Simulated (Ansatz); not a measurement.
Stepwise reaction of `C[Si](F)(F)[SnH3]` with hydrogen, as a gas-phase model of exchange steps in deposition or etching. ΔE in kJ/mol.

Computed with Ansatz on PBE0-D4/def2-TZVP structures; ΔE is electronic, products minus reactants. CCSD(T)/CBS is the MP2 limit (def2-TZVPP, def2-QZVPP) plus CCSD(T) − MP2 in def2-TZVPP, frozen cores. This one scheme is used for every species. Functionals use def2-TZVPP. B3LYP here is the variant with VWN-RPA as its local correlation; programs differ in this. def2 core potentials past Kr. For Sn outer-core shells are correlated without core-valence functions, which leaves a few kJ/mol of doubt a bond.

```
step                                            reaction  PBE-D4  B3LYP-D4  ωB97M-V  CCSD(T)/CBS
   1  `C[Si](F)(F)[SnH3]` + H₂ → `C[SiH](F)[SnH3]` + H–F   129.1     137.2    137.6        132.3
   2      `C[SiH](F)[SnH3]` + H₂ → `C[SiH2][SnH3]` + H–F   102.4     111.4    110.7        105.8
```

(1) By hand: ΔE of the 2 steps together at CCSD(T)/CBS.

Results:

(1) (132.3) + (105.8) = 238.1 kJ/mol, or 119.1 kJ/mol a step.

In ΔE each step is lower than the one before. All are uphill at CCSD(T)/CBS. PBE-D4 differs from CCSD(T)/CBS by -3.4 to -3.2 kJ/mol a step. Isolated molecules leave out the surface, adducts and barriers. Largest T1 diagnostic: 0.013.
